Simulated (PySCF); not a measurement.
A calculated (LDA, PySCF 2.14, def2-QZVPPD, the non-relativistic Hamiltonian (point nucleus)) atom or ion has these occupied shells.

```
shell  electrons  orbital energy (eV)  rms radius, mean of both spins (bohr)
 1s α          1              -208.44                                  0.385
 1s β          1              -207.85                                  0.385
 2p α          1              -26.423                                   1.73
```

(1) Name the element and its charge.

## Answers

(1) B²⁺ (boron, charge +2), in [He] 2p1, 2P determinant (an excited configuration).
